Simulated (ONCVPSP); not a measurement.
# What one change does to a pseudopotential (C (Z = 6), ONCV)

C (Z = 6), optimised norm-conserving Vanderbilt (ONCV), made with ONCVPSP 4.0.1 (PBE, scalar-relativistic). Core [He], reference 2s2 (charge +2). Waves: 2s: rc 1.20 bohr, ncon 4, nbas 8, qcut 5.3 1/bohr, 3 projectors, debl 2.9 Ha; p scattering state at 0.06 Ha: rc 1.10 bohr, ncon 4, nbas 7, qcut 8.2 1/bohr, 2 projectors, debl 3.4 Ha; d scattering state at 0.33 Ha: rc 0.95 bohr, ncon 4, nbas 7, qcut 9.4 1/bohr, 2 projectors, debl 2 Ha. Local part: polynomial inside 0.65 bohr (lpopt 5, dvloc0 2 Ha). Core correction: Teter function, fcfact 3, rcfact 1.2.

In the p channel the program set the typed energies aside and used 0.050, 3.450 Ha.

All-electron outer shells of the reference configuration (PBE, scalar-relativistic, ld1.x):

```json
{"shell": "1s", "level (eV)": "-308.54", "outermost node (bohr)": "–", "outermost maximum (bohr)": "0.17"}
{"shell": "2s", "level (eV)": "-40.38", "outermost node (bohr)": "0.37", "outermost maximum (bohr)": "1.13"}
```

Change: all radii but the core radius scaled by about 0.91 (s 1.10, p 1.00, d 0.86 bohr); local potential polynomial inside 0.60 bohr (lpopt 5, dvloc0 2 Ha).

Cutoffs: the cutoffs (Ha) at which the residual kinetic energy of the hardest occupied pseudo-wave falls to 1 and 0.1 mHa per electron; they do not see the model core or the augmentation charge, which bear on the density cutoff. Errors are all-electron minus pseudo energies relative to the spin-unpolarised reference configuration.

**Question.** Predict the effect on cutoff, ghosts and configuration errors.

**Answer.** The potential gets harder (32 Ha and 110 Ha → 45 Ha and 132 Ha); of the 4 tests that both files solve, the error grows in 0 and shrinks in 3 by more than 15 % and 0.3 meV (median size 113.6 → 93.2 meV); neither file shows a bound ghost. A smaller radius makes the pseudo-wave follow the all-electron one further in, where it bends more sharply, so more plane waves are needed. Less of the atom is replaced, so other configurations are described better.

```csv
quantity,base,changed
"cutoff, loose",32 Ha,45 Ha
"cutoff, tight",110 Ha,132 Ha
bound ghosts,none,none
GHOST(+) flags under 300 eV,none,none
"error for 2s2 2p2, meV [ΔE -35.02 eV]",+172,+141
"error for 2s2 2p1, meV [ΔE -24.16 eV]",+89,+73
"error for 2s1, meV [ΔE 48.19 eV]",+40,+46
"error for 2s2 2p1.5, meV [ΔE -31.05 eV]",+138,+114
"rms error of d²Exc/dni dnj with the model core, mHa",2.27,2.25
```
